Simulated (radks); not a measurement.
Results of a calculation; reference values are marked as such.
Valence configurations of Ge IV (all share [Ar]). Code: a radial shooting solver on a logarithmic mesh with Libxc functionals. Model: Dirac Kohn-Sham, BLYP, spin-unpolarised, spherical densities, finite nucleus; open shells fill j = l - 1/2 first; Fermi nuclear charge, rms radius 4.0742 fm. Energies are relative to 3d10 4s1; eigenvalues in eV.

valence,E (eV),e(3d3/2),e(3d5/2),e(4p1/2),e(4p3/2),e(4s1/2)
3d10 4s1,0.000,-63.368,-62.775,-,-,-40.685
3d9 4s1 4p1,36.211,-74.372,-73.740,-33.403,-,-44.234
3d9 4s2,25.436,-72.988,-72.357,-,-,-43.450
3d8.5 4s1.5 4p1,51.878,-79.425,-78.774,-34.458,-,-45.585
3d7.5 4s1.5 4p2,100.71,-91.296,-90.604,-37.160,-,-48.964
3d8 4s1 4p2,80.899,-85.938,-85.266,-36.124,-,-47.642
3d7 4s1 4p3,135.26,-98.142,-97.428,-38.823,-38.254,-51.001
3d6 4s1 4p4,199.43,-110.82,-110.06,-41.455,-40.819,-54.255
3d7 4s0.5 4p3.5,141.65,-98.795,-98.081,-39.129,-38.555,-51.352
3d6.5 4s1 4p3.5,166.09,-104.42,-103.69,-40.146,-39.544,-52.640

NIST lists [Ar] 3d10 4s1 as the ground configuration; this level of theory agrees among the configurations tried. The energies are those of spherical spin-averaged densities, not of single terms.
